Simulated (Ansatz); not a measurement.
Ideal-gas functions of Cl2FGeO (`[O][Ge]([F])([Cl])[Cl]`) radical at 800 K and 1 bar, from an Ansatz frequency run at PBE0-D4/def2-TZVP.

Molar mass 178.51 g/mol, point group Cs (symmetry number 1), electronic degeneracy 2, moments of inertia 185.364, 293.67, 336.232 u Å². Harmonic wavenumbers (cm⁻¹, unscaled): 83, 129, 190, 217, 234, 437, 484, 716, 751.

Use S(trans) = R[1.5 ln M + 2.5 ln T − 1.1517]; rotational temperatures θ = 24.2544 K / I; S(rot) = R[ln(√π/σ · √(T³/θAθBθC)) + 1.5]; for each mode x = 1.438777 ν̃/T, S = R[x/(eˣ − 1) − ln(1 − e⁻ˣ)] and H = RT x/(eˣ − 1); 1 cm⁻¹ = 0.0119627 kJ/mol; R = 8.31446 J/(mol·K).

By hand: the entropy, in J/(mol·K).

Translation 194.0. Rotation: θ = 0.1308, 0.0826, 0.0721 K, giving 130.4. Vibration, mode by mode: 24.14, 20.48, 17.28, 16.19, 15.57, 10.53, 9.73, 6.76, 6.42, in all 127.1. Electronic 5.8. Sum 457.3 J/(mol·K).

By hand: H − E and G − E in kJ/mol, counted from the electronic energy.

Zero-point energy ½ × 3241 × 0.0119627 = 19.4; thermal vibration 43.4; translation, rotation and pV give 4 RT = 26.6. H − E = 89.4 kJ/mol, and G − E = 89.4 − 800 × 457.3/1000 = -276.4 kJ/mol.

Vibration gives 28 % of the entropy, 44.6 J/(mol·K) of it from the modes under 150 cm⁻¹: soft modes count most, and the harmonic formula is weakest for them.
